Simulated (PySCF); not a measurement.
# Reading the logs of faulty runs: AlBH5NO

These are calculations, not measurements. They come from PySCF 2.14.0, an open-source quantum chemistry program, on an isolated molecule that a program drew, which may never have been made. The molecule is AlBH5NO (charge 0, singlet), drawn as the SMILES string `N[B](O)[AlH2]`.

Each row is a Hartree-Fock (HF) and frozen-core CCSD(T) single point in the cc-pV(D+d)Z basis, meant for a local HF minimum. Run 1 is clean. Each other run has one planted mistake out of seven kinds, and not every kind appears here: one electron removed, one electron added, multiplicity raised by two, geometry at a saddle point, minimal basis STO-3G, one bond length entered in bohr, all coordinates scaled. The reference is restricted for singlets and unrestricted otherwise, and also for a bond in bohr. Adding or removing an electron swaps singlet and doublet. Electrons count all cores. HOMO and LUMO are orbital energies over both spins, the gradient is its largest component, and the lowest frequency (negative if imaginary) is given only where the gradient is small. Bond lengths are over the 8 bonds as drawn. T1 is the CCSD diagnostic: over 0.02 (restricted) or 0.045 (unrestricted) a single reference is doubtful.

Geometry of the clean run:
```xyz
9
AlBH5NO, angstrom
N    -2.5477    1.9642   -0.0739
B    -2.4142    0.8496    0.7687
O    -3.5227    0.5291    1.5203
Al   -0.5370   -0.2531    0.8271
H    -1.8227    2.3019   -0.6686
H    -3.3979    2.4916   -0.1228
H    -3.4050   -0.2227    2.0762
H     0.7066    0.1747   -0.0696
H    -0.3355   -1.5253    1.7652
```

```
run  electrons  basis functions  <S^2>  HOMO (eV)  LUMO (eV)  gradient (hartree/bohr)  lowest frequency (cm^-1)  mean bond (Å)  longest bond (Å)      T1  HF (hartree)  CCSD(T) (hartree)                     mistake
  1         38               90  0.000      -9.77       0.95                  1.0e-05                       129         1.3856             2.178  0.0142    -398.90492         -399.46484                    no fault
  2         37               90  0.765     -16.74      -7.43                  1.1e-01                         -         1.3856             2.178  0.0217    -398.59046         -399.13473        one electron removed
  3         38               90  2.005      -6.03      -0.92                  6.3e-02                         -         1.3856             2.178  0.0212    -398.79082         -399.34193  multiplicity raised by two
  4         38               90  0.847     -10.12       0.83                  6.2e-03                         -         1.4904             2.178  0.0504    -398.77866         -399.32335                           ?
```

**Which mistake was planted in run 4, and what did it cost?**

The mean bond changes by a factor of 1.076 and the longest by 1.000, so the molecule wasn't scaled as a whole. A length L in bohr read as angstrom grows by (1/0.5292 - 1) L = 0.890 L. The 8 bonds together grew by 8 x 0.1048 = 0.838 Å, which gives L = 0.942 Å. That is bond O3-H7, 0.942 Å in the clean geometry. So the mistake is: one bond length entered in bohr. Subtracting run 1 and multiplying by 627.51 kcal/mol a hartree, the energy moved by 79.2 kcal/mol in HF and 88.8 kcal/mol in CCSD(T).

Cautions from the logs. Run 4: T1 is over the limit, so its CCSD(T) energy is less reliable.
